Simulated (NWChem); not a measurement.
**Correlation energy of H₂B**

```xyz
3

B      0.0000     0.0000     0.1478
H      1.0882     0.0000    -0.3696
H     -1.0882     0.0000    -0.3696
```
Charge 0, spin multiplicity 2.

Everything below was run with NWChem. The geometry was optimised at UPBE0/def2-SVP, a minimum by its harmonic frequencies.

Basis set: 6-31G*. Each correlation energy counts from its own Hartree-Fock reference.

The correlated methods keep 1 core orbital frozen. The Pople sets run with spherical d functions. The structure started from a generated list of species. The unpaired electrons of the parent sit in orbitals of symmetry a1 (C2v labels of the run); other states weren't searched. The stability of the SCF solutions was not checked. Open-shell Hartree-Fock references start from PBE0 orbitals. Coupled-cluster values serve here as a point of comparison, not as the truth.

Q: For the correlation energy, UMP2 gives -54.4 mHa and SCS-UMP2 gives -59.4 mHa. What do CCSD on UHF, CCSD[T] on UHF, CCSD(T) on UHF give?

A: CCSD on UHF: -70.9 mHa; CCSD[T] on UHF: -72.0 mHa; CCSD(T) on UHF: -71.9 mHa.
